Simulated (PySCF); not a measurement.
## Calculated properties of `CC[P@@]1(=S)C=C(F)CC1`

Compound: C6H10FPS.
Numbering: `[CH3:1][CH2:2][P@@:3]1(=[S:4])[CH:5]=[C:6]([F:7])[CH2:8][CH2:9]1` (hydrogens: H10, H11, H12 on C1; H13, H14 on C2; H15 on C5; H16, H17 on C8; H18, H19 on C9)

Cartesian coordinates in Å at the PBE0-D3(BJ)/def2-SVP level; atoms count from 1:
```xyz
19
C6H10FPS angstrom
C      1.462    0.945    0.196
C      1.404   -0.563    0.366
P     -0.259   -1.333    0.281
S     -0.191   -3.270    0.437
C     -1.310   -0.406    1.419
C     -2.084    0.449    0.744
F     -2.960    1.266    1.309
C     -1.974    0.541   -0.745
C     -1.107   -0.632   -1.212
H      2.495    1.306    0.311
H      1.119    1.259   -0.802
H      0.843    1.461    0.945
H      1.814   -0.887    1.336
H      1.992   -1.095   -0.399
H     -1.326   -0.534    2.501
H     -2.982    0.526   -1.192
H     -1.534    1.518   -1.010
H     -1.721   -1.461   -1.592
H     -0.382   -0.367   -1.995
```

Some functional groups and rings: C=C double bond and C–F bond.

**PBE0-D3(BJ)/def2-SVP geometry optimisation, gas phase (PySCF)**

```yaml
Point_group: C1
Rotational_constants_A_B_C: 1.605, 0.887, 0.726 GHz
```

**B3LYP/def2-SVPD ground state, ΔSCF and vertical TDDFT (core frozen in the response) (PySCF)**

```yaml
Dipole_moment: 4.82 D
HOMO_energy: -6.15 eV
LUMO_energy: -0.88 eV
HOMO–LUMO_gap: 5.27 eV
Lowest_singlet_excitation: 4.47 eV (277 nm, f = 0.007)
Strongest_line_among_the_10_lowest_singlet_transitions: S7 at 5.91 eV (210 nm, f = 0.035)
Lowest_triplet_excitation_Tamm–Dancoff: 4.13 eV
Static_isotropic_polarisability: 117.0 au
Vertical_ionisation_energy: 8.30 eV
Electronic_spatial_extent_⟨r²⟩_about_the_centre_of_nuclear_charge: 1692 bohr²
```

**HF/pcSseg-1 ground state and GIAO shieldings, non-relativistic (PySCF)**

```yaml
13C_chemical_shifts_computed_TMS_as_zero_by_class: 180.4 (C6), 104.4 (C5), 30.2 (C2), 26.9 (C9), 26.8 (C8), 8.4 (C1) ppm
1H_chemical_shifts_computed_TMS_as_zero_by_class: 5.16 (H15), 2.42 (H16), 2.17 (H17), 1.93 (H18), 1.77 (H19), 1.63 (H13), 1.51 (H14), 0.91 (H10/H11/H12) ppm
Isotropic_shieldings_of_nuclei_other_than_C_and_H_by_class: 306 (F7), 308 (P3), 771 (S4) ppm
```

Monoisotopic mass from the formula: 164.0225 u.

No computed singlet falls in the visible range (750 to 380 nm, 1.65 to 3.26 eV); S1 lies 1.21 eV above its blue end. With B = h/(8π²I), that is 505.379 GHz u Å² over I, the principal moments of inertia are 314.9, 570.0 and 696.2 u Å² (most abundant isotopes); the inertial defect Ic − Ia − Ib is -188.7 u Å² (zero for a rigid planar frame, negative otherwise). The largest Löwdin shares of the HOMO are 0.75 on S4, 0.13 on P3 and 0.04 on C2. S1 lies 0.80 eV below the HOMO–LUMO gap; its leading configuration is HOMO→LUMO, weight 0.97. The principal polarisabilities are 99.9, 110.4 and 140.8 au; their mean is the isotropic value. The rotational constants make it an asymmetric top with κ = (2B − A − C)/(A − C) = -0.63, nearer the prolate limit (−1). The vertical singlet–triplet gap S1 − T1 is 0.34 eV (TDDFT singlet less Tamm–Dancoff triplet; S1: HOMO→LUMO, weight 0.97; T1: HOMO→LUMO, weight 0.35, beside HOMO−1→LUMO, weight 0.32). The largest Löwdin shares of the LUMO are 0.31 on C6, 0.24 on C5, 0.08 on F7 and 0.06 on P3.

 NMR classes are plain means over equivalent atoms (diastereotopic ones count apart unless rotation or inversion swaps them), as if these changed places fast; in this geometry the members of some classes differ.

One conformer stands for the species.
